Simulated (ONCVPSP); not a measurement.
**Reading a pseudo-wave (Cd (Z = 48))**

Columns: radius, all-electron u(r) and pseudo u(r) of the 4s shell (level -105.81 eV) of cadmium in the configuration [Ar] 3d10 4s2 4p6 4d10 5s2; PBEsol, scalar-relativistic, ONCV scheme, ONCVPSP 4.0.1.

```csv
r (bohr),all-electron,pseudo
0.072,0.4096,0.1206
0.145,0.0788,0.2457
0.217,-0.5491,0.3735
0.290,-0.6826,0.5071
0.362,-0.3993,0.6402
0.435,0.0596,0.7715
0.507,0.5044,0.8905
0.580,0.8597,0.9932
0.652,1.0920,1.0699
0.725,1.2160,1.1176
0.798,1.2501,1.1327
0.870,1.2196,1.1160
0.942,1.1480,1.0710
1.015,1.0510,1.0021
1.088,0.9428,0.9162
1.160,0.8341,0.8221
1.232,0.7292,0.7250
1.305,0.6301,0.6292
1.378,0.5402,0.5400
1.450,0.4612,0.4611
1.522,0.3917,0.3916
1.595,0.3305,0.3304
1.668,0.2778,0.2777
1.740,0.2333,0.2332
1.812,0.1954,0.1954
1.885,0.1629,0.1629
```

(1) How many radial nodes do the two functions have?

(2) At about which radius was the pseudo-wave matched?

(3) Is the pseudo-wave norm-conserving?

## Answers

(1) The all-electron 4s function has n − l − 1 = 3 (the table is too coarse to show those close to the nucleus); the pseudo-wave has 0, since the states of the same l below it are removed with the core.

(2) 1.45 bohr, where the columns begin to agree (steps of 0.07 bohr).

(3) Yes: the ONCV scheme keeps the norm inside the radius equal to the all-electron one, which fixes the energy derivative of the logarithmic derivative at the level.
